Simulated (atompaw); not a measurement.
Varying the PAW (atompaw) potential for vanadium

Base potential:

```json
{
  "Element": "V (Z = 23)",
  "Generator": "atompaw 4.2.0.5",
  "Type": "PAW",
  "Functional": "PBE",
  "Relativity": "scalar-relativistic",
  "Frozen core": "[Ne]",
  "Valence charge": "13",
  "Reference configuration": "3s2 3p6 3d3 4s2 4p0",
  "Partial waves": "3s (bound); 4s (bound); 3p (bound); 4p (bound, empty); 3d (bound); 3d channel at 3.25 Ry",
  "Local potential": "troulliermartins scheme with l = 3 at 1 Ry, radius 1.75 bohr",
  "Core correction": "smooth core density matched at 1.20 bohr",
  "Augmentation charge": "sinc compensation charge, radius 1.75 bohr; PAW radius 2.20 bohr; waves and projectors: bloechl"
}
```

All-electron outer shells of the reference configuration (PBE, scalar-relativistic, ld1.x):

| shell | level (eV) | outermost node (bohr) | outermost maximum (bohr) |
| --- | --- | --- | --- |
| 2s | -602.64 | 0.09 | 0.26 |
| 2p | -503.16 | – | 0.21 |
| 3s | -70.24 | 0.38 | 0.82 |
| 3p | -44.04 | 0.35 | 0.84 |
| 3d | -5.16 | – | 0.90 |
| 4s | -4.70 | 1.17 | 2.76 |
| 4p | -1.44 | 1.30 | 3.63 |

Cutoffs, loose and tight: the cutoffs (Ry, on a coarse ladder) from which the occupation-weighted sum of valence levels, in a spherical-Bessel basis at the reference potential, stays within 10 and 1 mRy of its value at 400 Ry. They see the waves, projectors and local potential, not the compensation charge or the core. A dash means not determined.

```csv
change,outcome,"cutoff, loose","cutoff, tight",bound ghosts
base,generated,50 Ry,80 Ry,none
"augmentation sinc compensation charge, radius 1.74 bohr; PAW radius 2.20 bohr; waves and projectors: bloechl",generated,50 Ry,80 Ry,none
"all radii scaled by about 0.88 (s 0.92, p 0.92, d 1.94 bohr); local potential troulliermartins scheme with l = 3 at 1 Ry, radius 1.54 bohr; augmentation sinc compensation charge, radius 1.54 bohr; PAW radius 1.94 bohr; waves and projectors: bloechl; core correction smooth core density matched at 1.06 bohr",generated,70 Ry,100 Ry,none
functional LDA (PW92),generated,50 Ry,80 Ry,none
```

Question: What comes out with this change to the base: core [Ne] 3s2, valence charge 11; reference 3p6 3d3 4s0.5 4p0; waves now 4s (bound); 4s channel at -0.75 Ry; 3p (bound); 4p (bound); 3d (bound); 3d channel at -0.05 Ry; local potential troulliermartins scheme with l = 3 at 1 Ry, radius 1.85 bohr; core correction smooth core density matched at 2.65 bohr; augmentation sinc compensation charge, radius 2.60 bohr; PAW radius 2.65 bohr; waves and projectors: bloechl?

Answer: outcome: failed: atompaw: The overlap operator has at least one negative eigenvalue!. Cause: the overlap operator built from these waves and projectors is not positive definite.

Question: What comes out with this change to the base: waves 3s (bound): rc 1.05 bohr; 4s (bound): rc 2.20 bohr; 3p (bound): rc 1.05 bohr; 4p (bound): rc 2.20 bohr; 3d (bound): rc 2.20 bohr; 3d channel at 3.25 Ry: rc 2.20 bohr; augmentation sinc compensation charge, radius 1.75 bohr; PAW radius 2.20 bohr; waves and projectors: custom rrkj vanderbiltortho?

Answer: outcome: generated; cutoff, loose: 70 Ry; cutoff, tight: 140 Ry; bound ghosts: none.

Question: What comes out with this change to the base: wave 3d channel at 3.25 Ry becomes 3d channel at -0.01 Ry?

Answer: outcome: generated; cutoff, loose: 45 Ry; cutoff, tight: 80 Ry; bound ghosts: none.
